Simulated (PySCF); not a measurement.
Compound: C5H6F2O.
Bonds: F1–C2, C2–C3, C3–C4 (double), C4–C5, C5–F6, C4–O7, O7–C8, C3–C8. Hydrogens: H9, H10 on C2; H11, H12 on C5; H13, H14 on C8.

Method: PBE0-D3(BJ)/def2-SVP geometry optimisation, gas phase in PySCF; density fitting, grid level 1; the optimiser is geomeTRIC in internal coordinates, started from a GFN2-xTB structure.

Step 0: E = -12738.3927 eV
```
atom  x, y, z in Å  |  force x, y, z in eV/Å
F1     -1.6788    2.1415    0.2871   -0.118   0.067   0.204
C2     -1.0694    1.3269   -0.6495   -0.020   0.003   0.535
C3     -0.5675    0.0873   -0.0202   -0.414   0.631  -0.367
C4      0.6144   -0.5051    0.2101   -0.529  -0.435   0.204
C5      2.0582   -0.2929   -0.0628   -0.038   0.318  -0.248
F6      2.2277    0.7687   -0.9116   -0.205   0.081  -0.034
O7      0.1226   -1.6159    0.8668    0.707  -0.278   0.156
C8     -1.2098   -1.0768    0.6934    0.669   0.545  -0.395
H9     -0.2444    1.9000   -1.0824    0.214  -0.088  -0.282
H10    -1.8342    1.1148   -1.4065   -0.026  -0.090  -0.296
H11     2.6061   -0.0651    0.8602    0.071  -0.175   0.278
H12     2.4968   -1.1761   -0.5421    0.050  -0.339   0.092
H13    -1.6803   -0.8668    1.6521   -0.148   0.071   0.382
H14    -1.8283   -1.7415    0.0928   -0.214  -0.310  -0.231
```

Step 1: E = -12738.4189 eV
```
atom  x, y, z in Å  |  force x, y, z in eV/Å
F1     -1.8734    2.0647    0.2383    0.062  -0.010  -0.018
C2     -1.0790    1.3502   -0.6367   -0.006   0.069  -0.154
C3     -0.5740    0.1213   -0.0065    0.054  -0.075   0.115
C4      0.6040   -0.4924    0.2031    0.164   0.122   0.224
C5      2.0460   -0.3119   -0.1053   -0.117  -0.083  -0.011
F6      2.2122    0.7617   -0.9325    0.021   0.031   0.037
O7      0.1670   -1.5664    0.9323   -0.003  -0.044  -0.159
C8     -1.1779   -1.0426    0.7362   -0.169  -0.156  -0.249
H9     -0.2239    1.9733   -0.9507   -0.061  -0.035   0.015
H10    -1.6917    1.1346   -1.5323   -0.018  -0.006   0.047
H11     2.6053   -0.1569    0.8348    0.042   0.040  -0.025
H12     2.4451   -1.2236   -0.5880   -0.022   0.037   0.012
H13    -1.6957   -0.8691    1.6912    0.080   0.079   0.021
H14    -1.7511   -1.7437    0.1036   -0.026   0.030   0.145
```

Question: Estimate the geometry and energy of step 2. (The exact step hangs on the optimiser's Hessian estimate; all steps are aligned on step 1, rigid shifts and turns removed.)

Answer: E = -12738.4328 eV, largest force 0.433 eV/Å
```
atom  x, y, z in Å  |  force x, y, z in eV/Å
F1     -1.8377    2.0767    0.2330   -0.009   0.037   0.008
C2     -1.0745    1.3408   -0.6501    0.010   0.010  -0.013
C3     -0.5750    0.1101   -0.0140    0.010   0.077   0.134
C4      0.6033   -0.5005    0.2001    0.018  -0.001   0.025
C5      2.0436   -0.3021   -0.0943   -0.017  -0.033   0.020
F6      2.2086    0.8028   -0.8795   -0.002   0.015  -0.006
O7      0.1579   -1.5988    0.8861    0.041   0.067   0.126
C8     -1.1833   -1.0467    0.7364   -0.072  -0.175  -0.390
H9     -0.2193    1.9486   -0.9856    0.002  -0.019  -0.017
H10    -1.7092    1.1238   -1.5289   -0.019  -0.024   0.029
H11     2.6044   -0.1706    0.8487    0.002  -0.011   0.000
H12     2.4495   -1.1930   -0.6064    0.005   0.008  -0.014
H13    -1.6603   -0.8553    1.7089    0.093   0.057   0.027
H14    -1.7950   -1.7368    0.1329   -0.063  -0.008   0.072
```

The energy changes by -0.0139 eV. The first-order estimate −F·Δx gives -0.0249 eV and the mean of the old and new forces, exact on a quadratic surface, -0.0140 eV. The step makes an angle of 72° with the force vector and moves no atom by more than 0.067 Å.

What follows is the cost of the whole optimisation. Hardware: an Arm Neoverse V2 with one thread, on a shared host. Cost: 94 s, 0.68 GiB resident at most.
